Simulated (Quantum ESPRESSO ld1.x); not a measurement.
Xe3+, 51 electrons, occupied as [Kr] 4d10 5s2 5p3. Calculated with ld1.x of Quantum ESPRESSO 7.5: scalar-relativistic Kohn-Sham, BLYP, spin-unpolarised, spherical densities, point nucleus.

Normalised radial functions P(r) = r R(r), r in bohr:

```
   r/bohr * 3p, o 4p (the largest magnitude, 1.8, reaches the edge; | marks zero, & curves that meet)
  0.00329                             &
 0.004987                             o*
  0.00762                             |o*
  0.01164                             |o *
  0.01765                             |  o  *
  0.02697                             |   o     *
  0.04121                             |      o       *
  0.06248                             |      o         *
  0.09547                             |   o     *
   0.1447                     *  o    |
   0.2211  *               o          |
   0.3379  *                       o  |
   0.5122                 *           |             o
   0.7827                           * |                  o
    1.196                             *        o
    1.813                             * o
     2.77                             &
      4.2                             &
    6.417                             &
```

3p: eigenvalue -950.57 eV, 1 radial node at r = 0.124 bohr, <r> = 0.304 bohr, 90 % of the charge inside 0.457 bohr. 4p: eigenvalue -174.58 eV, 2 radial nodes at r = 0.118, 0.364 bohr, <r> = 0.764 bohr, 90 % of the charge inside 1.12 bohr.
